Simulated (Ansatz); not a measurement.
Geometry optimisation, RKS B3LYP/6-31G* (Ansatz).

The input (input.yaml):

```yaml
crystal:
  periodic: [false, false, false]
  atoms:
    - { symbol: Si, position_ang: [0.0, 0.0, 0.0] }
    - { symbol: O, position_ang: [0.0, 0.0, 1.68] }
    - { symbol: Si, position_ang: [-1.3147, -0.4067, 2.6436] }
    - { symbol: H, position_ang: [-2.239, -1.2403, 1.8804] }
    - { symbol: H, position_ang: [-0.8506, -1.1432, 3.8157] }
    - { symbol: H, position_ang: [-1.9987, 0.8095, 3.0733] }
    - { symbol: "N", position_ang: [1.7163, 0.0, -0.6061] }
    - { symbol: H, position_ang: [2.2145, -0.918, -0.7868] }
    - { symbol: H, position_ang: [2.2175, 0.918, -0.7783] }
    - { symbol: "N", position_ang: [-0.8572, 1.4851, -0.6061] }
    - { symbol: H, position_ang: [-1.8773, 1.43, -0.8888] }
    - { symbol: H, position_ang: [-0.3367, 2.4058, -0.6766] }
    - { symbol: "N", position_ang: [-0.8572, -1.4851, -0.6061] }
    - { symbol: H, position_ang: [-1.3922, -2.1014, 0.0704] }
    - { symbol: H, position_ang: [-0.8219, -1.7344, -1.6357] }
basis:
  gaussian: { orbitals: "6-31G*" }
hamiltonian:
  xc: b3lyp
relax:
  f_tol: 0.02
  max_steps: 40
```

Run as:

```bash
$ ansatz run input.yaml --threads 2 --pin off --max-ram 3072MiB --backend cpu --events-out ev --progress --plain --runs-dir out
```

Task: Where does it end, and by what steps?

Result: The run converged. The force dipped under the threshold on the way, but the program's further checks kept it going. After 21 steps the energy has fallen by 1.185 eV; H8 moved furthest, 1.27 Å.

```json
{"step": "0", "energy less start (eV)": "0.0000", "largest force component (eV/Å)": "2.084", "accepted": "yes"}
{"step": "1", "energy less start (eV)": "-0.7739", "largest force component (eV/Å)": "1.169", "accepted": "yes"}
{"step": "2", "energy less start (eV)": "-0.9579", "largest force component (eV/Å)": "0.540", "accepted": "yes"}
{"step": "3", "energy less start (eV)": "-1.0143", "largest force component (eV/Å)": "0.452", "accepted": "yes"}
{"step": "4", "energy less start (eV)": "-1.0639", "largest force component (eV/Å)": "0.410", "accepted": "yes"}
{"step": "5", "energy less start (eV)": "-1.0543", "largest force component (eV/Å)": "0.967", "accepted": "no"}
{"step": "6", "energy less start (eV)": "-1.0870", "largest force component (eV/Å)": "0.169", "accepted": "yes"}
{"step": "7", "energy less start (eV)": "-1.1006", "largest force component (eV/Å)": "0.255", "accepted": "yes"}
{"step": "8", "energy less start (eV)": "-1.1037", "largest force component (eV/Å)": "0.197", "accepted": "yes"}
{"step": "9", "energy less start (eV)": "-1.1163", "largest force component (eV/Å)": "0.159", "accepted": "yes"}
{"step": "10", "energy less start (eV)": "-1.1299", "largest force component (eV/Å)": "0.691", "accepted": "yes"}
{"step": "11", "energy less start (eV)": "-1.1725", "largest force component (eV/Å)": "0.372", "accepted": "yes"}
{"step": "12", "energy less start (eV)": "-1.1785", "largest force component (eV/Å)": "0.268", "accepted": "yes"}
{"step": "13", "energy less start (eV)": "-1.1830", "largest force component (eV/Å)": "0.030", "accepted": "yes"}
{"step": "14", "energy less start (eV)": "-1.1828", "largest force component (eV/Å)": "0.082", "accepted": "no"}
{"step": "15", "energy less start (eV)": "-1.1835", "largest force component (eV/Å)": "0.041", "accepted": "yes"}
{"step": "16", "energy less start (eV)": "-1.1840", "largest force component (eV/Å)": "0.034", "accepted": "yes"}
{"step": "17", "energy less start (eV)": "-1.1841", "largest force component (eV/Å)": "0.036", "accepted": "yes"}
{"step": "18", "energy less start (eV)": "-1.1845", "largest force component (eV/Å)": "0.018", "accepted": "yes"}
{"step": "19", "energy less start (eV)": "-1.1847", "largest force component (eV/Å)": "0.011", "accepted": "yes"}
{"step": "20", "energy less start (eV)": "-1.1848", "largest force component (eV/Å)": "0.010", "accepted": "yes"}
{"step": "21", "energy less start (eV)": "-1.1848", "largest force component (eV/Å)": "0.012", "accepted": "yes"}
```

```xyz
15
Properties=species:S:1:pos:R:3
Si -0.134 -0.192 -0.154
O -0.302 -0.704 1.422
Si -1.210 -0.267 2.728
H -2.669 -0.295 2.427
H -0.934 -1.232 3.825
H -0.868 1.102 3.208
N 1.538 0.240 -0.252
H 2.197 -0.281 0.314
H 1.942 0.481 -1.149
N -0.990 1.210 -0.646
H -1.981 1.178 -0.841
H -0.667 2.134 -0.395
N -0.828 -1.480 -1.077
H -0.706 -2.428 -0.743
H -0.786 -1.446 -2.089
```

Whether the end is a true minimum wasn't checked by a vibrational analysis.

Time of the run: 110 s on 2 threads of Arm Neoverse V2, with other jobs on the host, peak memory 0.3 GiB.
